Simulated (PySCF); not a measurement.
Cl₄MoO, triplet, geometry from GFN2-xTB (such geometries of metal compounds can be far from the true shape) (the multiplicity is a formal guess) (all electrons, no relativity); M062X/3-21G (PySCF).

PySCF was given this input:
```python
from pyscf import gto, scf, dft

mol = gto.M(
    atom='''
Mo    0.487499   -0.177098    0.150709
O     1.381274   -0.749114    1.389418
Cl   -1.658150   -0.203518   -1.226959
Cl    0.061114    2.017578    0.560742
Cl    1.493793   -0.555925   -1.724868
Cl   -1.751176   -0.468074    1.364902
''',
    basis='3-21g',
    charge=0,
    spin=2,
    verbose=4,
)

mf = dft.UKS(mol)
mf.xc = 'm062x'
mf.kernel()
mf.analyze()
```

Output, abridged:

```
PySCF version 2.14.0

[INPUT] verbose = 4
[INPUT] num. atoms = 6
[INPUT] num. electrons = 118
[INPUT] charge = 0
[INPUT] spin (= nelec alpha-beta = 2S) = 2
[INPUT] symmetry False subgroup None
[INPUT] Mole.unit = angstrom
[INPUT] Symbol           X                Y                Z      unit          X                Y                Z       unit  Magmom
[...]
nuclear repulsion = 1107.42484480754
number of shells = 47
number of NR pGTOs = 204
number of NR cGTOs = 97
basis = 3-21g
ecp = {}

******** <class 'pyscf.dft.uks.UKS'> ********
method = UKS
initial guess = minao
damping factor = 0
level_shift factor = 0
DIIS = <class 'pyscf.scf.diis.CDIIS'>
diis_start_cycle = 1
diis_space = 8
diis_damp = 0
SCF conv_tol = 1e-09
SCF conv_tol_grad = None
SCF max_cycles = 50
direct_scf = True
direct_scf_tol = 1e-13
number electrons alpha = 60  beta = 58
XC library pyscf.dft.libxc version 7.1.2
    S. Lehtola, C. Steigemann, M. J. T. Oliveira, and M. A. L. Marques,  SoftwareX 7, 1–5 (2018)
XC functionals = m062x
    Y. Zhao and D. G. Truhlar,  Theor. Chem. Acc. 120, 215 (2008)
    Y. Zhao and D. G. Truhlar,  Theor. Chem. Acc. 120, 215 (2008)
radial grids:
    Treutler-Ahlrichs [JCP 102, 346 (1995); DOI:10.1063/1.469408] (M4) radial grids

becke partition: Becke, JCP 88, 2547 (1988); DOI:10.1063/1.454033
pruning grids: <function nwchem_prune>
grids dens level: 3
symmetrized grids: False
atomic radii adjust function: <function treutler_atomic_radii_adjust>
small_rho_cutoff = 0
Set gradient conv threshold to 3.16228e-05
tot grids = 112040
init E= -5858.60587453821

cycle= 1 E= -5864.39711947282  delta_E= -5.79  |g|= 1.35  |ddm|= 2.92

cycle= 2 E= -5854.55721943995  delta_E= 9.84  |g|= 4.09  |ddm|= 5.38
cycle= 3 E= -5864.93517268592  delta_E= -10.4  |g|= 1.23  |ddm|= 3.96
cycle= 4 E= -5865.60400191993  delta_E= -0.669  |g|= 0.588  |ddm|= 1.48
cycle= 5 E= -5865.71829326004  delta_E= -0.114  |g|= 0.252  |ddm|= 0.567
cycle= 6 E= -5865.74759013847  delta_E= -0.0293  |g|= 0.147  |ddm|= 0.307
cycle= 7 E= -5865.75748230741  delta_E= -0.00989  |g|= 0.0377  |ddm|= 0.131
cycle= 8 E= -5865.75844940008  delta_E= -0.000967  |g|= 0.0145  |ddm|= 0.0597
cycle= 9 E= -5865.75862398915  delta_E= -0.000175  |g|= 0.00496  |ddm|= 0.0227
cycle= 10 E= -5865.75869878426  delta_E= -7.48e-05  |g|= 0.0029  |ddm|= 0.0171
cycle= 11 E= -5865.75877049833  delta_E= -7.17e-05  |g|= 0.00189  |ddm|= 0.0261
cycle= 12 E= -5865.75879583969  delta_E= -2.53e-05  |g|= 0.00114  |ddm|= 0.0156
[...]
converged SCF energy = -5865.75882267564  <S^2> = 2.0155589  2S+1 = 3.0103547
Total Energy =                       -5865.758822675636111
[...]
spin_pop of  2 Cl 3py       0.01466
spin_pop of  2 Cl 3pz       0.48042
spin_pop of  2 Cl 4px       0.00005
spin_pop of  2 Cl 4py      -0.00009
spin_pop of  2 Cl 4pz      -0.00003
spin_pop of  3 Cl 1s       -0.00000
spin_pop of  3 Cl 2s        0.00000
spin_pop of  3 Cl 3s        0.00153
spin_pop of  3 Cl 4s        0.00008
spin_pop of  3 Cl 2px       0.00000
spin_pop of  3 Cl 2py      -0.00000
spin_pop of  3 Cl 2pz       0.00000
spin_pop of  3 Cl 3px       0.07110
spin_pop of  3 Cl 3py      -0.02229
spin_pop of  3 Cl 3pz       0.01397
spin_pop of  3 Cl 4px       0.00018
spin_pop of  3 Cl 4py       0.00008
spin_pop of  3 Cl 4pz       0.00003
spin_pop of  4 Cl 1s        0.00000
spin_pop of  4 Cl 2s        0.00000
spin_pop of  4 Cl 3s        0.00182
spin_pop of  4 Cl 4s        0.00035
spin_pop of  4 Cl 2px       0.00000
spin_pop of  4 Cl 2py       0.00000
spin_pop of  4 Cl 2pz       0.00001
spin_pop of  4 Cl 3px       0.00654
spin_pop of  4 Cl 3py       0.00941
spin_pop of  4 Cl 3pz       0.04415
spin_pop of  4 Cl 4px       0.00012
spin_pop of  4 Cl 4py       0.00014
spin_pop of  4 Cl 4pz       0.00084
spin_pop of  5 Cl 1s        0.00000
spin_pop of  5 Cl 2s        0.00001
spin_pop of  5 Cl 3s        0.00467
spin_pop of  5 Cl 4s       -0.00020
spin_pop of  5 Cl 2px       0.00000
spin_pop of  5 Cl 2py       0.00000
spin_pop of  5 Cl 2pz       0.00003
spin_pop of  5 Cl 3px       0.01507
spin_pop of  5 Cl 3py       0.01599
spin_pop of  5 Cl 3pz       0.45685
spin_pop of  5 Cl 4px       0.00009
spin_pop of  5 Cl 4py       0.00001
spin_pop of  5 Cl 4pz       0.00003
 ** Mulliken Spin Density (per atom)  **
spin density of  0 Mo =      0.92649
spin density of  1 O =     -0.09312
spin density of  2 Cl =      0.54602
spin density of  3 Cl =      0.06469
spin density of  4 Cl =      0.06337
spin density of  5 Cl =      0.49254
 ** Mulliken pop alpha/beta on meta-lowdin orthogonal AOs **
 ** Mulliken pop       alpha | beta **
In total            60.00000 | 58.00000
 ** Mulliken atomic charges   ( Nelec_alpha | Nelec_beta ) **
charge of  0Mo =      1.06247  (    20.93201     20.00552 )
charge of  1O =     -0.20314  (     4.05501      4.14813 )
charge of  2Cl =     -0.21301  (     8.87951      8.33350 )
charge of  3Cl =     -0.23768  (     8.65119      8.58649 )
charge of  4Cl =     -0.22266  (     8.64302      8.57964 )
charge of  5Cl =     -0.18599  (     8.83927      8.34672 )
Dipole moment(X, Y, Z, Debye):  1.66924, -1.13993, -0.02956
```
